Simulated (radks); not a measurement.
Species: C+. Configuration: [He] 2s2 2p1 (the NIST ground configuration). Method: scalar-relativistic Kohn-Sham, Slater X-alpha with alpha = 0.621, spin-polarised, spherical densities, point nucleus; open shells are filled with parallel spins first; computed with a radial shooting solver on a logarithmic mesh with Libxc functionals.

Unscreened Slater integrals over Kohn-Sham orbitals (hartree). They are taken over the spin-up orbitals.

\begin{tabular}{lr}
integral & value \\ \hline
F0(2p,2p) & 0.60626 \\
F2(2p,2p) & 0.27736 \\
F0(2p,2s) & 0.60754 \\
G1(2p,2s) & 0.37336 \\
F0(2p,1s) & 0.86149 \\
G1(2p,1s) & 0.090791 \\
F0(2s,2s) & 0.61283 \\
F0(2s,1s) & 0.86688 \\
G0(2s,1s) & 0.065562 \\
F0(1s,1s) & 3.4449 \\
\end{tabular}

Derived for the open shells (J is the average intra-shell exchange parameter used in DFT+U). 2p: J = F2/5 = 0.05547 hartree.
